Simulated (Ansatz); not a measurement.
Born–Oppenheimer molecular dynamics of C₂H₇BOSi (12 atoms, charge 0, multiplicity 1). It starts from a relaxed structure.

Theory: RKS LDA/STO-3G (Ansatz).

```yaml
ensemble: NVE (velocity Verlet)
time_step: 0.5 fs
steps_asked: 300
starting_velocities_drawn_for: 400 K
seed: 119546
```

First frame:

```xyz
12
Properties=species:S:1:pos:R:3
B -2.173 -0.172 0.186
C -0.886 0.442 -0.188
C 0.322 -0.214 0.079
O 0.339 -1.439 0.688
Si 2.025 0.473 -0.323
H -2.172 -1.243 0.717
H -3.217 0.325 -0.003
H -0.800 1.420 -0.682
H -0.688 -1.613 0.822
H 2.348 1.498 0.653
H 3.005 -0.592 -0.268
H 1.976 1.060 -1.647
```

(1) How far do the bonds stretch over the last three quarters of this one trajectory? (Pairs bonded in most of those frames.)

Results:

(1) 
```json
{"bond": "B1–C2", "mean (Å)": "1.482", "spread (Å)": "0.027", "shortest": "1.42", "longest": "1.53"}
{"bond": "B1–H6", "mean (Å)": "1.193", "spread (Å)": "0.014", "shortest": "1.17", "longest": "1.22"}
{"bond": "B1–H7", "mean (Å)": "1.173", "spread (Å)": "0.006", "shortest": "1.16", "longest": "1.19"}
{"bond": "C2–C3", "mean (Å)": "1.401", "spread (Å)": "0.020", "shortest": "1.35", "longest": "1.44"}
{"bond": "C2–H8", "mean (Å)": "1.101", "spread (Å)": "0.019", "shortest": "1.07", "longest": "1.13"}
{"bond": "C3–O4", "mean (Å)": "1.372", "spread (Å)": "0.022", "shortest": "1.33", "longest": "1.41"}
{"bond": "C3–Si5", "mean (Å)": "1.889", "spread (Å)": "0.027", "shortest": "1.82", "longest": "1.94"}
{"bond": "O4–H9", "mean (Å)": "1.048", "spread (Å)": "0.007", "shortest": "1.03", "longest": "1.07"}
{"bond": "Si5–H10", "mean (Å)": "1.453", "spread (Å)": "0.016", "shortest": "1.42", "longest": "1.48"}
{"bond": "Si5–H11", "mean (Å)": "1.452", "spread (Å)": "0.007", "shortest": "1.44", "longest": "1.47"}
{"bond": "Si5–H12", "mean (Å)": "1.450", "spread (Å)": "0.014", "shortest": "1.43", "longest": "1.47"}
```

Mean temperature of the second half: 211 K. The conserved energy stayed within 0.11 meV per atom of its start (net change 0.054 meV per atom), so the integration is sound. The temperature averaged 0.53 of the 400 K drawn at the start: a run that starts near a minimum puts about half its kinetic energy into the potential. A run of 0.15 ps of so small a system gives no equilibrium averages. Limits of this set-up: minimal basis.

The run took 18 min on 1 thread of Intel(R) Xeon(R) Processor @ 2.50GHz (Skylake/Cascade Lake) (shared host), peak memory 0.1 GiB.
